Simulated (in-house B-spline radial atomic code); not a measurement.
## LDA exchange-only excitations of Mn⁷⁺

Method: LDA exchange-only. Computed with an all-electron radial atomic-structure program (B-spline basis): linear response of the closed shell [Ne] 3s2 3p6 with the functional's adiabatic kernel; scalar-relativistic (spin-free one-electron X2C), finite nucleus, no spin-orbit coupling, no double excitations, S, P, D and F terms only. Only terms of natural parity with L up to 3 were computed.

Command:
```bash
python run_td.py task.json out
```
Settings (radii: box in bohr, nucleus in fm):
```
Z                        25
electrons                18
configuration            [Ne] 3s2 3p6
hamiltonian              x2c
method                   lda,
box_radius               12.81
rms_radius               3.7057
intervals                70
```

Time taken, with all properties: 0.6 s on 1 thread of Arm Neoverse N1, on a shared host.

The lowest states, in the order of their Tamm-Dancoff energies; the method's threshold (minus the highest occupied level) is 180.77 eV. Labels give the largest channel, * marks a mixed state, and oscillator strengths are full-response dipole values. Semilocal kernels can invert the small singlet-triplet splittings of Rydberg terms. Energies in eV:

| state | full response | Tamm-Dancoff | oscillator strength |
| --- | --- | --- | --- |
| 3p → 3d 3P | 46.51 | 46.68 | - |
| 3p → 3d 3F | 47.85 | 47.96 | - |
| 3p → 3d 1F | 52.02 | 52.07 | - |
| 3p → 3d 1P | ? | ? | ? |
| 3s → 3d 3D | 80.78 | 80.83 | - |
| 3s → 3d 1D | 85.96 | 86.12 | - |
| 3p → 4s 3P | 96.29 | 96.31 | - |
| 3p → 4s 1P | 97.42 | 97.47 | 0.279 |
| 3p → 4p 3S | 105.42 | 105.45 | - |
| 3p → 4p 3D | ? | ? | - |

Task: Where does 3p → 4p 3D lie?

Result: At 106.56 eV in full response, 106.57 eV in Tamm-Dancoff.

Task: Where does 3p → 3d 1P lie?

Result: At 66.51 eV in full response, 69.47 eV in Tamm-Dancoff, oscillator strength 3.17.

Task: How large is the singlet-triplet splitting of 3p → 3d (F terms) in Tamm-Dancoff?

Result: 4.11 eV, from the unrounded values.

Task: What polarisabilities and dispersion coefficient does the method give?

Result: Dipole 0.6296 bohr³, quadrupole 0.4658 bohr⁵, C6 0.8362 hartree·bohr⁶ for two such species.
